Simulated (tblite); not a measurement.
Compound: C₇H₄F₂O.
Numbering: `[CH:1]#[C:2][C:3]#[C:4]/[CH:5]=[CH:6]\[O:7][CH:8]([F:9])[F:10]` (hydrogens: H11 on C1; H12 on C5; H13 on C6; H14 on C8)

Computed with GFN2-xTB (tblite), gas phase: Langevin dynamics at 300 K from the optimised GFN2-xTB geometry, time step 0.5 fs, friction 0.01 fs⁻¹, 2000 steps. The instantaneous temperature is 2·E(kin)/(3Nk) with all 3N coordinates.

```tsv
t (fs)	T (K)	E(pot) above start (eV)	C1≡C2 (Å)	C2–C3 (Å)	C3≡C4 (Å)	C4–C5 (Å)	C5=C6 (Å)	C1–H11 (Å)	C5–C6–O7–C8 (°)
0	232	0.000	1.206	1.354	1.213	1.401	1.335	1.048	-3
25	164	0.294	1.205	1.358	1.211	1.396	1.319	1.077	2
50	221	0.257	1.232	1.352	1.207	1.412	1.340	1.012	-19
75	150	0.379	1.184	1.342	1.223	1.384	1.337	1.080	-14
100	136	0.448	1.225	1.378	1.220	1.417	1.333	1.012	-7
125	189	0.434	1.198	1.345	1.205	1.370	1.315	1.087	-4
150	264	0.405	1.204	1.389	1.203	1.429	1.367	1.006	-23
175	267	0.428	1.204	1.309	1.208	1.388	1.349	1.104	-10
200	285	0.459	1.220	1.353	1.244	1.457	1.313	1.023	-18
225	346	0.426	1.202	1.354	1.207	1.405	1.318	1.078	-20
250	363	0.393	1.201	1.383	1.215	1.419	1.347	1.036	-22
275	308	0.551	1.207	1.335	1.216	1.375	1.354	1.060	-35
300	357	0.471	1.218	1.351	1.230	1.446	1.339	1.054	-27
325	294	0.401	1.181	1.323	1.191	1.420	1.319	1.062	-17
350	340	0.339	1.215	1.374	1.229	1.428	1.335	1.051	-22
375	320	0.526	1.199	1.383	1.216	1.345	1.344	1.072	-15
400	251	0.507	1.246	1.410	1.214	1.406	1.360	1.050	-47
425	362	0.393	1.199	1.361	1.220	1.377	1.310	1.051	-48
450	480	0.438	1.194	1.359	1.224	1.396	1.279	1.041	-36
475	316	0.534	1.231	1.350	1.192	1.429	1.347	1.073	-24
500	250	0.545	1.186	1.381	1.224	1.383	1.375	1.026	-18
525	303	0.589	1.209	1.339	1.219	1.413	1.331	1.056	-41
550	252	0.584	1.226	1.326	1.220	1.438	1.326	1.052	-16
575	248	0.767	1.178	1.347	1.232	1.407	1.352	1.053	-13
600	425	0.491	1.223	1.379	1.202	1.416	1.374	1.039	-24
625	361	0.448	1.225	1.365	1.207	1.379	1.332	1.067	16
650	420	0.351	1.189	1.369	1.234	1.387	1.292	1.034	-1
675	352	0.339	1.235	1.387	1.211	1.399	1.336	1.062	-10
700	269	0.321	1.224	1.376	1.203	1.392	1.369	1.057	-12
725	258	0.336	1.180	1.372	1.220	1.411	1.315	1.040	-20
750	212	0.570	1.226	1.350	1.218	1.440	1.298	1.057	4
775	268	0.306	1.210	1.366	1.234	1.431	1.335	1.049	8
800	278	0.412	1.193	1.323	1.194	1.384	1.358	1.026	5
825	239	0.464	1.215	1.360	1.235	1.448	1.353	1.074	15
850	281	0.378	1.206	1.317	1.230	1.433	1.308	1.035	18
875	213	0.316	1.198	1.352	1.199	1.411	1.332	1.049	24
900	172	0.361	1.209	1.360	1.205	1.448	1.366	1.058	23
925	225	0.341	1.188	1.357	1.237	1.409	1.314	1.028	19
950	267	0.580	1.220	1.349	1.219	1.411	1.319	1.103	21
975	306	0.571	1.218	1.363	1.215	1.413	1.388	1.034	19
1000	362	0.529	1.182	1.352	1.212	1.407	1.370	1.074	14
```

**Question.** From 500 fs on, how do temperature and potential energy compare with equipartition?

**Answer.** The mean temperature of these 21 frames is 284 K against the target 300 K, and the mean potential energy 0.46 eV against 36 × kT/2 = 0.47 eV for 36 classical harmonic modes. For 14 atoms in a canonical ensemble the temperature itself scatters by T·√(2/(3N)) = 65 K; here its standard deviation is 65 K. The whole run lasts only 10 friction times of 100 fs, so these averages carry a wide statistical error.

**Question.** What are the kinetic and total energies of the listed frame with the highest potential energy?

**Answer.** The one at 575 fs, 0.767 eV above the start. Its kinetic energy is 3NkT/2 = 0.448 eV at 248 K, so the sum is 1.22 eV; over the listed frames the sum runs from 0.42 to 1.31 eV, since the thermostat adds and removes energy.

**Question.** How much do the listed bonds fluctuate from 500 fs on?

**Answer.** 
```json
{"bond": "C1≡C2", "at the start (Å)": "1.206", "mean (Å)": "1.207", "standard deviation (Å)": "0.017"}
{"bond": "C2–C3", "at the start (Å)": "1.354", "mean (Å)": "1.357", "standard deviation (Å)": "0.018"}
{"bond": "C3≡C4", "at the start (Å)": "1.213", "mean (Å)": "1.218", "standard deviation (Å)": "0.013"}
{"bond": "C4–C5", "at the start (Å)": "1.401", "mean (Å)": "1.412", "standard deviation (Å)": "0.021"}
{"bond": "C5=C6", "at the start (Å)": "1.335", "mean (Å)": "1.340", "standard deviation (Å)": "0.027"}
{"bond": "C1–H11", "at the start (Å)": "1.048", "mean (Å)": "1.051", "standard deviation (Å)": "0.018"}
```

The motion is classical and holds no zero-point motion.

The cost below is that of the whole dynamics run. Hardware: x86-64 server, one thread, on a shared host. Cost: 19 s of wall time.
